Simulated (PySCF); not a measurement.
A PySCF script (with the pyscf-properties extension) for the NMR shieldings of SMILES C1=CC[Si](C#CC)(N)C1, C₇H₁₁NSi, on a GFN2-xTB geometry:

```python
import basis_set_exchange as bse
import numpy as np
from pyscf import gto, dft
from pyscf.prop import nmr

atoms = """
C     3.890454    0.915285    0.148193
C     2.516792    0.468951    0.223419
C     1.369664    0.102771    0.279638
Si   -0.381385   -0.498896    0.407984
N    -0.661884   -1.727156    1.596488
C    -1.082505   -1.035358   -1.279241
C    -2.219627   -0.085353   -1.502082
C    -2.472908    0.845818   -0.598932
C    -1.617875    0.932287    0.628678
H     4.555864    0.057720    0.049581
H     4.154180    1.464511    1.051899
H     4.023717    1.568045   -0.714234
H    -0.560333   -1.473983    2.566585
H    -0.247164   -2.632642    1.442950
H    -1.445387   -2.063716   -1.294184
H    -0.361756   -0.946906   -2.093161
H    -2.806909   -0.189428   -2.404727
H    -3.281752    1.555089   -0.712789
H    -1.140198    1.911711    0.678276
H    -2.236135    0.841928    1.522622
"""
names = dict.fromkeys(["C", "Si", "N", "H"], "pcSseg-1")
basis = {el: gto.basis.parse(bse.get_basis(n, elements=[el], fmt="nwchem")) for el, n in names.items()}
mol = gto.M(atom=atoms, basis=basis, charge=0, verbose=0)
mf = dft.RKS(mol, xc="PBE0")
mf.grids.level = 2
mf.grids.alignment = dft.numint.BLKSIZE   # the property module wants whole blocks of grid points
mf.conv_tol = 1e-9
mf.kernel()

calc = nmr.RKS(mf)   # GIAO
C = mf.mo_coeff
Co = C[:, mf.mo_occ > 0]
resp = mf.gen_response(singlet=True, hermi=2)
def vind(x):   # induced exchange potential for any number of trial vectors
    d = np.einsum("pi,xij,qj->xpq", C, 2 * x.reshape(-1, C.shape[1], Co.shape[1]), Co, optimize=True)
    return np.einsum("xpq,pi,qj->xij", resp(d - d.transpose(0, 2, 1)), C, Co, optimize=True).ravel()
mo1, _ = nmr.rhf.solve_mo1(calc, with_cphf=vind)
sigma = calc.kernel(mo1)
for i, s in enumerate(sigma):   # ppm
    print("%2d %-2s %9.2f" % (i, mol.atom_pure_symbol(i), np.trace(s) / 3))
```

Q: Give the expected output.

A: 
```
 0 C     181.11
 1 C      76.00
 2 C      97.73
 3 Si    359.77
 4 N     243.61
 5 C     162.06
 6 C      49.14
 7 C      49.11
 8 C     162.05
 9 H      29.69
10 H      29.69
11 H      29.68
12 H      31.12
13 H      31.12
14 H      30.23
15 H      30.10
16 H      25.66
17 H      25.67
18 H      30.10
19 H      30.23
```

These numbers come from an equivalent density-fitted implementation of the same equations, which agrees with the script to about 0.01 ppm for H and up to a few tenths of a ppm for heavy atoms, so last digits may differ.

Q: Turn these shieldings into chemical shifts. δ = σ(ref) − σ, references computed at the same level: ¹³C (186.93 ppm) and ²⁹Si (349.16 ppm) and ¹H (31.72 ppm) vs TMS; NH3 for ¹⁵N (267.73 ppm).

A: Averaging equivalent atoms: C 6/7: 137.8; C 1: 110.9; C 2: 89.2; C 5/8: 24.9; C 0: 5.8; Si 3: -10.6; N 4: 24.1; H 16/17: 6.05; H 9/10/11: 2.03; H 15/18: 1.62; H 14/19: 1.48; H 12/13: 0.59 ppm. Experimental scales use liquid or dissolved standards, which lie at an offset from isolated NH3 (liquid NH3: subtract about 20 ppm).

Size and cost of the density-fitted run: 215 basis functions, 68 s wall time on 1 thread of an Arm Neoverse N1, shared host.
